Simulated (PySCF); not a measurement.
# Simulated absorption spectrum

C3H8O2S2Si.
SMILES: `O=S1(=O)CC(S[SiH3])C1`

Computed, not measured: PySCF, TDDFT PBE0/def2-SVPD, vertical, gas phase, core orbitals frozen in the response. One conformer (not necessarily the lowest) at the GFN2-xTB geometry, without solvent, vibrations or thermal averaging. Torsions of this conformer, `[O:1]=[S:2]1(=[O:3])[CH2:4][CH:5]([S:6][SiH3:7])[CH2:8]1`: C4–C5–S6–Si7 56°.

Broadening: Gaussians 0.4 eV wide at half height, area fixed by f = 4.319×10⁻⁹ ∫ε dν̃. The cross-section is σ = 3.8235×10⁻²¹ ε cm², given in Mb (10⁻¹⁸ cm²). The width is an assumption, not a result. The curve ends short of the highest state used, and states not computed would add to its high-energy end.

```csv
λ (nm),σ (Mb)
185.8,1.62
187.9,1.07
189.9,0.91
192.0,0.95
194.1,1.05
196.1,1.13
198.2,1.22
200.3,1.38
202.4,1.66
204.4,2.00
206.5,2.36
208.6,2.65
210.6,2.83
212.7,2.95
214.8,3.00
216.8,2.98
218.9,2.85
221.0,2.60
223.0,2.23
225.1,1.78
227.2,1.32
229.3,0.90
231.3,0.59
233.4,0.35
235.5,0.20
237.5,0.11
239.6,0.05
241.7,0.02
243.7,0.01
245.8,0.00
```

(1) Where are the band maxima, and which computed states make them?

(2) On this curve, what absorbance would a 10⁻³ mol/L sample give at 222 nm over a 1 cm path?

(3) Coming from long wavelengths, where does ε first pass 100 L mol⁻¹ cm⁻¹?

Answers

(1) 215 nm (5.76 eV), ε about 780, made up of S1 (62%) and S2 (37%) (ε in L mol⁻¹ cm⁻¹; maxima over ε = 5, shares over 10%). At its high-energy end, 6.67 eV, the curve is still rising (ε about 420, from S4 and S6). The states used: S1 5.64 eV (f 0.0091); S2 5.95 eV (f 0.0080); S3 6.17 eV (f 0.0006); S4 6.38 eV (f 0.0034); S5 6.49 eV (f 0.0000); S6 6.91 eV (f 0.014); S7 7.22 eV (f 0.029); S8 7.27 eV (f 0.0001).

(2) 222 nm is 5.585 eV, where ε is about 630 L mol⁻¹ cm⁻¹, so A = ε c l ≈ 0.63 (Beer–Lambert, with the gas-phase spectrum and the assumed width).

(3) At about 233 nm (5.32 eV), 0.32 eV below S1.
